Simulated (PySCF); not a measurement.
From one molecule to another.

First species: C3H3F6O2P.
Z-matrix (Å and degrees, GFN2-xTB geometry), rows numbered from 1:
```
O 
P   1  1.4520
O   2  1.5855  1  116.01
C   2  1.8492  1  117.91  3   126.87
C   4  1.5083  2  104.93  1   -47.96
F   5  1.3381  4  113.07  2  -158.87
F   5  1.3283  4  112.75  2    79.57
F   5  1.3477  4  110.37  2   -39.93
C   2  1.8847  1  114.51  3  -115.47
F   9  1.3356  2  112.81  1   174.12
F   9  1.3373  2  110.02  1   -66.62
F   9  1.3283  2  110.75  1    53.07
H   3  0.9627  2  112.30  1    16.38
H   4  1.0910  2  111.16  1    70.53
H   4  1.0911  2  110.85  1  -166.40
```

Second species: C7H9F3.
SMILES: `C[C@]12C[C@](C(F)(F)F)(C1)C2`

Levels: PBE0/pcSseg-1 for dipole moment, HOMO energy, LUMO energy and HOMO–LUMO gap; GFN2-xTB for rotational constant A and rotational constant C. Geometries: GFN2-xTB. Each structure is a single optimised conformer of the isolated species, non-relativistic unless stated. Electronic properties by PySCF.

The conformers computed, where there is a choice (atom-mapped SMILES and torsion angles):
- `[O:1]=[P@@:2]([OH:3])([CH2:4][C:5]([F:6])([F:7])[F:8])[C:9]([F:10])([F:11])[F:12]`: O1–P2–C4–C5 -48°, P2–C4–C5–F6 -159°, O1–P2–C9–F10 174°, H–O3–P2–O1 16°
- `[CH3:1][C@:2]12[CH2:3][C@:4]([C:5]([F:6])([F:7])[F:8])([CH2:9]1)[CH2:10]2`: C3–C4–C5–F6 180°

Values for the first species:

- Dipole moment: 2.51 D
- HOMO energy: -9.10 eV
- LUMO energy: 0.43 eV
- HOMO–LUMO gap: 9.53 eV
- Rotational constant A: 1.566 GHz
- Rotational constant C: 0.481 GHz

(1) Estimate the same properties for the second species, and the change in each.

Results:

(1) 
```json
{"property": "dipole moment", "first": "2.51 D", "second": "3.08 D", "second less first": "+0.57 D"}
{"property": "HOMO energy", "first": "-9.10 eV", "second": "-9.11 eV", "second less first": "-0.01 eV"}
{"property": "LUMO energy", "first": "0.43 eV", "second": "1.32 eV", "second less first": "+0.89 eV"}
{"property": "HOMO–LUMO gap", "first": "9.53 eV", "second": "10.43 eV", "second less first": "+0.90 eV"}
{"property": "rotational constant A", "first": "1.566 GHz", "second": "2.951 GHz", "second less first": "+1.385 GHz"}
{"property": "rotational constant C", "first": "0.481 GHz", "second": "0.850 GHz", "second less first": "+0.369 GHz"}
```

On the first: The dipole equals about 8.4 × 10⁻³⁰ C·m (1 D = 3.33564 × 10⁻³⁰ C·m). A dipole of 2.51 D is allowed in C1, and pure rotational transitions are dipole-allowed.

On the second: A dipole of 3.08 D is allowed in C3v, and pure rotational transitions are dipole-allowed. The dipole matches unit charges of opposite sign 0.64 Å apart (1 e·Å = 4.8032 D).
